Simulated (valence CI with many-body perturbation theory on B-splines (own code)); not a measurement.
E1 transitions of Kr4+

Computed by relativistic CI+MBPT: four valence electrons over a frozen Dirac-Fock core [Ar] 3d10, a basis of 11 s, 11 p, 9 d, 7 f, 5 g, 2 h, 1 i functions for each j, with the one-electron correlation potential Σ1 (screened to all orders), the two-electron term Σ2, the three-electron term Σ3, Breit, model QED; selected single and double excitations, second order for the rest, scaled by the run's own slope (own B-spline code, finite nucleus).

Set against measurement, 35 paired levels are off by 129 cm⁻¹ on average, the worst by 744. These come from a selection out of Saloman, J. Phys. Chem. Ref. Data 36, 215 (2007). Levels without a partner in it may be off by more. Among the levels kept, up to 390 cm⁻¹ of a level comes from second order outside the variational space, and about a tenth of that is noise between levels of different J, which matters for small intervals. 4 measured levels below the end of the list, from 307667 cm⁻¹ on, found no clear computed partner, and computed levels of the same name lie up to 40129 cm⁻¹ from them.

Lines 1 to 50 of 219 in falling wavelength, among levels below 329140 cm⁻¹, chosen from the strongest by gf and those to the six lowest levels. Wavelengths and rates use the calculated energies, so an error of 100 cm⁻¹ moves a line at 360.5 nm by 0.36 % and its rate by three times that or more. Electric multipoles are in the length gauge, E1 and E2 with the static RPA response of the core. Weak lines are less certain than strong ones. Lines between different terms over intervals too small for the method are left out, as are lines whose strength nearly cancels. Where a level lies close to another of its J and parity, the split of strength between their lines is uncertain.

Names give the largest LS component (configuration and term), which can be under half, so a name can repeat, a term be missing and a line seem to break the LS rules; names also repeat where a configuration has a term twice. Letters in brackets count levels of one name in rising energy.

```
λ vac (nm)  λ from measured levels             Upper          Lower   A (s⁻¹)  S (a.u.) with core polarisation  S without
     360.5                   358.0  4s²4p5p ³D_1 [a]  4s²4p5s ¹P°_1  1.08e+07                         7.52e-01   7.55e-01
     308.6                   307.1  4s²4p5p ³D_1 [b]  4s²4p5s ¹P°_1  2.98e+07                         1.30e+00   1.31e+00
     266.4                   265.3      4s²4p5p ³P_1  4s²4p5s ¹P°_1  8.80e+07                         2.46e+00   2.48e+00
     264.5                   263.1  4s²4p5p ³D_1 [a]  4s²4p5s ³P°_1  4.73e+07                         1.30e+00   1.31e+00
     251.2                          4s²4p5p ³D_1 [a]  4s²4p5s ³P°_0  7.73e+07                         1.81e+00   1.83e+00
     250.0                   249.1      4s²4p5p ³P_2  4s²4p5s ¹P°_1  1.43e+07                         5.53e-01   5.59e-01
     246.4                                  4p⁴ ³P_1  4s²4p4d ¹P°_1  2.00e+07                         4.43e-01   4.45e-01
     243.9                   242.7  4s²4p5p ³D_1 [a]  4s²4p4d ¹P°_1  1.74e+08                         3.74e+00   3.75e+00
     239.4                   238.7      4s²4p5p ³P_1  4s²4p5s ³P°_2  6.94e+07                         1.41e+00   1.42e+00
     235.0                   233.9      4s²4p5p ³D_2  4s²4p5s ³P°_1  2.07e+08                         6.63e+00   6.71e+00
     234.9                   234.1      4s²4p5p ³S_1  4s²4p5s ¹P°_1  3.25e+07                         6.24e-01   6.31e-01
     232.4                   231.5      4s²4p5p ³D_3  4s²4p5s ³P°_2  2.56e+08                         1.11e+01   1.12e+01
     231.8                              4s4p²4d ⁵F_3  4s²4p5s ³P°_2  1.58e+08                         6.78e+00   6.84e+00
     229.5                                  4p⁴ ¹D_2  4s²4p5s ³P°_1  6.37e+07                         1.90e+00   1.91e+00
     226.1                   225.5      4s²4p5p ³P_2  4s²4p5s ³P°_2  3.87e+08                         1.10e+01   1.11e+01
     225.8                              4s²4p5p ³P_0  4s²4p5s ³P°_1  3.11e+08                         1.77e+00   1.78e+00
     224.9                          4s²4p5p ³D_1 [b]  4s²4p5s ³P°_0  3.06e+08                         5.15e+00   5.20e+00
     219.9                   219.3      4s²4p5p ¹D_2  4s²4p5s ¹P°_1  4.33e+08                         1.14e+01   1.15e+01
     219.0                   218.2  4s²4p5p ³D_1 [b]  4s²4p4d ¹P°_1  8.29e+07                         1.29e+00   1.29e+00
     218.6                   217.6      4s²4p5p ³D_2  4s²4p4d ¹P°_1  1.09e+08                         2.82e+00   2.83e+00
     213.9                                  4p⁴ ¹D_2  4s²4p4d ¹P°_1  3.02e+07                         7.29e-01   7.49e-01
     213.7                   213.2      4s²4p5p ³S_1  4s²4p5s ³P°_2  4.48e+08                         6.47e+00   6.55e+00
     210.6                              4s²4p5p ³P_0  4s²4p4d ¹P°_1  1.15e+08                         5.31e-01   5.38e-01
     210.1                   209.4      4s²4p5p ³P_1  4s²4p5s ³P°_1  2.38e+08                         3.27e+00   3.29e+00
     201.6                              4s²4p5p ³P_1  4s²4p5s ³P°_0  4.47e+07                         5.42e-01   5.45e-01
     201.2                   200.8      4s²4p5p ¹D_2  4s²4p5s ³P°_2  3.28e+07                         6.60e-01   6.64e-01
     190.0                   189.5      4s²4p5p ³S_1  4s²4p5s ³P°_1  1.05e+08                         1.07e+00   1.08e+00
     187.8                   187.2      4s²4p5p ³P_2  4s²4p4d ¹P°_1  2.46e+07                         4.02e-01   4.07e-01
     185.4                              4s²4p5p ¹S_0  4s²4p5s ¹P°_1  1.10e+09                         3.47e+00   3.50e+00
     170.3                   169.8      4s²4p5p ¹D_2  4s²4p4d ¹P°_1  8.14e+07                         9.91e-01   1.01e+00
     161.6                   161.2  4s²4p5p ³D_1 [a]  4s²4p4d ¹D°_2  7.63e+07                         4.77e-01   4.71e-01
     160.5                   160.1      4s²4p5p ¹D_2  4s²4p4d ¹F°_3  5.68e+08                         5.79e+00   5.73e+00
     155.9                   155.5      4s²4p5p ³D_2  4s²4p4d ³D°_3  6.51e+07                         6.09e-01   6.03e-01
     143.1                   143.0      4s²4p5p ³P_1  4s²4p4d ³D°_1  1.38e+08                         5.97e-01   5.91e-01
     142.0                   141.6      4s²4p5p ³D_3  4s²4p4d ³D°_3  8.39e+07                         8.29e-01   8.15e-01
     141.7                              4s4p²4d ⁵F_3  4s²4p4d ³D°_3  5.35e+07                         5.26e-01   5.19e-01
     140.4                   140.2      4s²4p5p ³P_2  4s²4p4d ³D°_2  2.69e+08                         1.84e+00   1.82e+00
     140.1                              4s²4p5p ³P_0  4s²4p4d ³P°_1  8.41e+08                         1.14e+00   1.13e+00
     139.6                   139.4      4s²4p5p ³P_2  4s²4p4d ³D°_3  4.38e+08                         2.94e+00   2.90e+00
     139.5                   139.3      4s²4p5p ³P_1  4s²4p4d ¹D°_2  3.95e+08                         1.59e+00   1.57e+00
     138.6                   138.5  4s²4p5p ³D_1 [b]  4s²4p4d ³P°_2  4.18e+08                         1.65e+00   1.63e+00
     138.5                   138.2      4s²4p5p ³D_2  4s²4p4d ³P°_2  5.70e+07                         3.73e-01   3.80e-01
     138.2                   138.1      4s²4p5p ³P_2  4s²4p4d ³D°_1  6.91e+07                         4.51e-01   4.48e-01
     135.5                   135.4      4s²4p5p ³S_1  4s²4p4d ³D°_2  2.60e+08                         9.58e-01   9.44e-01
     133.5                   133.4      4s²4p5p ³S_1  4s²4p4d ³D°_1  2.70e+08                         9.51e-01   9.39e-01
     130.9                   129.4      4s²4p5p ³S_1  4s²4p4d ³P°_0  1.68e+08                         5.58e-01   5.52e-01
     130.4                   130.2      4s²4p5p ¹D_2  4s²4p4d ³D°_2  4.50e+07                         2.46e-01   2.43e-01
     129.4                   129.3      4s²4p5p ³P_1  4s²4p4d ³P°_2  1.43e+08                         4.58e-01   4.55e-01
     128.6                               4s4p³ ⁵S°_2    4s²4p² ¹D_2  8.46e+04                         4.45e-04   5.05e-04
     125.6                   125.4      4s²4p5p ¹D_2  4s²4p4d ¹D°_2  8.95e+07                         4.38e-01   4.30e-01
```
